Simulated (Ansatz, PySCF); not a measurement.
Gas-phase reaction (SMILES): COBOC [dimethoxyborane] + [H][H] (H2) → BOC + CO (CH4O); hydrogen cleaves one B-O bond, a model of a ligand-exchange step.

Geometries: B3LYP-D3(BJ)/def2-TZVP minima from Ansatz (a quantum-chemistry and plane-wave program), one conformer each, not searched for the lowest. Valence correlation only, unless marked. No spin-orbit coupling. Non-relativistic. CBS(X,Y): correlation extrapolated as X^-3; Hartree-Fock from the larger set. The bracket is a focal-point correction in the basis named. Thermal terms are rigid-rotor harmonic-oscillator values from B3LYP-D3(BJ) frequencies (Ansatz or PySCF) at 298.15 K and 1 atm. 1 Eh = 627.5095 kcal/mol.

| species | E, RI-MP2/CBS(cc-pVTZ,cc-pVQZ)+[CCSD(T)-MP2]/cc-pVTZ (Ansatz) (Eh) | E, PBE-D3(BJ)/def2-TZVPD (Ansatz + dftd3) (Eh) | H - E (Eh) |
|---|---|---|---|
| COBOC | -255.52801 | -255.58856 | 0.10627 |
| [H][H] (H2) | -1.17529 | -1.16598 | 0.01336 |
| BOC | -141.04352 | -141.07620 | 0.06882 |
| CO (CH4O) | -115.61425 | -115.63404 | 0.05533 |

Problem. Work out ΔE and ΔH at 298.15 K at the first level, then ΔH at the second.

Solution. 
1. ΔE = [(-141.04352) + (-115.61425)] - [(-255.52801) + (-1.17529)] = 0.04553 Eh = 28.6 kcal/mol at RI-MP2/CBS(cc-pVTZ,cc-pVQZ)+[CCSD(T)-MP2]/cc-pVTZ.
2. The terms H - E add up to 0.00452 Eh, so ΔH = (0.04553 + (0.00452))×627.5095 = 31.4 kcal/mol.
3. At PBE-D3(BJ)/def2-TZVPD the same steps give ΔE = 27.8 and ΔH = 30.6 kcal/mol, a shift of -0.8 from the first level.
4. These values are not checked against measurement here, since the tables used lack a sound gas-phase enthalpy of formation for at least one species.
